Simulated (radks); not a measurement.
Numerical settings for neutral niobium, [Kr] 4d4 5s1. Calculated with a radial shooting solver on a logarithmic mesh with Libxc functionals: scalar-relativistic Kohn-Sham, SCAN, spin-polarised, spherical densities, finite nucleus; open shells are filled with parallel spins first (spin-orbit coupling, left out, can overturn this in heavy ions); meta-GGA in the generalised Kohn-Sham scheme; Fermi nuclear charge, rms radius 4.324 fm. The defaults (mesh step 0.008 in ln r, mesh end at 40 bohr or more with all orbitals vanishing there, Anderson mixing 0.5 over 9 steps, residual threshold near 1e-9 with the energy settled to 1e-9 hartree or 1e-11 of itself, here a cap of 89 iterations) give E = -3820.580 hartree and 4d at -3.859 eV in 16 iterations. Run on one thread of a shared host, so times are rough (Arm Neoverse V1): 0.24 s of CPU time, 0.24 s wall, 16 iterations on 2437 mesh points. Changes against that run (0 stands for a change within the tolerance of the run):

\begin{tabular}{lrrrrr}
setting & iterations & converged & E (mhartree) & e(4d) (meV) & CPU (s) \\ \hline
mesh step in ln r 0.03 & 13 & yes & +20 & +0.745 & 0.07 \\
mesh step in ln r 0.005 & 20 & yes & -0.263 & -0.0104 & 0.43 \\
mesh step in ln r 0.2 & 2 & no & diverged & - & 0.01 \\
mesh end (bohr) 8 & 15 & yes & +5.05 & +250 & 0.21 \\
mesh end (bohr) 1 & 13 & level above zero & +2.16e+05 & +5.54e+05 & 0.17 \\
residual threshold 1e-05 & 13 & yes & 0 & -0.0102 & 0.2 \\
residual threshold 0.1 & 9 & yes & 0 & -0.0571 & 0.16 \\
mixing 0.2 & 19 & yes & 0 & 0 & 0.28 \\
linear mixing, mixing 0.2 & 76 & yes & 0 & 0 & 0.88 \\
linear mixing, mixing 0.05 & 89 & no & +2.3 & -22.5 & 1.1 \\
mixing history 2 & 21 & yes & 0 & 0 & 0.28 \\
iteration cap 8 & 8 & no & 0 & -0.0571 & 0.13 \\
\end{tabular}

Settled on a wrong energy, with an occupied level pushed above zero by the early mesh end: mesh end (bohr) 1 (+216 hartree). Apart from these: settings that end as converged yet miss the energy by more than 1 mhartree: mesh step in ln r 0.03 (+0.02 hartree); mesh end (bohr) 8 (+0.00505 hartree). A mesh that ends early acts as a hard wall.
